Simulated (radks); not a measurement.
Question: The mean radii <r> (bohr) of the occupied orbitals of an atom or ion are listed with their occupations. All-electron calculation, scalar-relativistic Kohn-Sham, exchange-only LDA, spin-polarised, spherical densities, finite nucleus; Fermi nuclear charge, rms radius of each element as measured or else 0.836 A^(1/3) + 0.57 fm. Program: a radial shooting solver on a logarithmic mesh with Libxc functionals.

| orbital | occ. | <r> |
|---|---|---|
| 1s | 2 | 0.04556 |
| 2s | 2 | 0.2031 |
| 2p | 6 | 0.1774 |
| 3s | 2 | 0.5994 |
| 3p | 6 | 0.6177 |
| 3d | 10 | 0.6739 |
| 4s | 2 | 1.747 |

Name the element and its charge. Open shells, if any, are filled with parallel spins first.

Answer: Z = 33, arsenic, charge +3: As3+ in [Ar] 3d10 4s2. The 1s radius gives Z: for a bare nucleus <r> = (2 gamma + 1)/(2Z) with gamma = sqrt(1 - (Z/c)^2), 0.04456 bohr for Z = 33, and screening makes it slightly larger (0.04556 here). The occupations add up to 30, and the charge is Z minus that.
